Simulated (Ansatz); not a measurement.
A geometry relaxed with B3LYP-D3(BJ)/def2-SVP in Ansatz (a quantum-chemistry and plane-wave program), charge 0, multiplicity 1:

```xyz
11

H     -1.3962     0.2575     1.3190
Si     1.3926     0.1949    -0.0125
Br     3.0239    -1.0434    -0.8985
H     -2.4057    -0.3767    -0.0021
H     -1.5366     1.1628    -0.2050
C     -0.2640    -0.6105    -0.3383
Br     1.4508     2.2338    -0.9245
H     -0.3375    -0.7275    -1.4334
H     -0.1977    -1.6285     0.0832
Br     1.7375     0.3855     2.1867
C     -1.4671     0.1521     0.2255
```

Q: Write the SMILES of this molecule.

A: `CC[Si](Br)(Br)Br`
